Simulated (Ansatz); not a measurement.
`ClB(Cl)[SeH]` + H–F → `FB(Cl)Cl` + H₂Se at 298.15 K and 1 bar (ligand exchange at a B–Se bond).

Program: Ansatz. Geometries: PBE0-D4/def2-TZVP. ΔE: electronic, gas phase. CCSD(T)/CBS adds triple-zeta CCSD(T) − MP2 to the extrapolated MP2 energy (def2 sets, frozen cores). This one scheme is used for every species. For Se outer-core shells are correlated without core-valence functions, which leaves a few kJ/mol of doubt a bond. Scalar relativity is left out up to krypton. Each species was taken in one conformer, which may not be the lowest.

```json
{"species": "`ClB(Cl)[SeH]`", "CCSD(T)/CBS energy (Eh)": "-3345.76079", "H − E (kJ/mol)": "55.6", "S (J/(mol·K))": "324.0"}
{"species": "H–F", "CCSD(T)/CBS energy (Eh)": "-100.39570", "H − E (kJ/mol)": "33.5", "S (J/(mol·K))": "173.6"}
{"species": "`FB(Cl)Cl`", "CCSD(T)/CBS energy (Eh)": "-1044.28221", "H − E (kJ/mol)": "37.6", "S (J/(mol·K))": "287.3"}
{"species": "H₂Se", "CCSD(T)/CBS energy (Eh)": "-2401.89790", "H − E (kJ/mol)": "45.8", "S (J/(mol·K))": "219.1"}
```

H − E and S are ideal-gas, rigid-rotor, harmonic terms from PBE0-D4/def2-TZVP, for one conformer and one mirror image of each species. 1 Eh = 2625.50 kJ/mol, R = 8.31446 J/(mol·K).

Question: By hand: ΔE, ΔH, ΔS and ΔG.

Answer: ΔE = (-1044.28221) + (-2401.89790) − (-3345.76079) − (-100.39570) = -0.02362 Eh = -62.0 kJ/mol. Δ(H − E) = 37.6 + 45.8 − 55.6 − 33.5 = -5.7, so ΔH = -67.7 kJ/mol. ΔS = 287.3 + 219.1 − 324.0 − 173.6 = 8.8 J/(mol·K). ΔG = -67.7 − 298.15 × (8.8)/1000 = -70.3 kJ/mol.

Question: By hand: the equilibrium constant, and the temperature at which ΔG would vanish if ΔH and ΔS stayed fixed.

Answer: log₁₀ K = −ΔG/(RT ln 10) = 12.3. ΔH and −TΔS have one sign here, so there is no such temperature.

The number of gas molecules stays the same, so ΔS is small and ΔH decides. A doubt of 5 kJ/mol in ΔE shifts log₁₀ K by 0.9 here. Other conformers and mirror images would add mixing entropy, several J/(mol·K) or more a flexible species. These are equilibria of isolated gas molecules and say nothing of rates. Largest T1 diagnostic: 0.012 (customary marks: 0.02 for closed shells, 0.045 for open ones).

ΔS is within the doubt of such terms, so its sign, and with it that verdict, could turn.
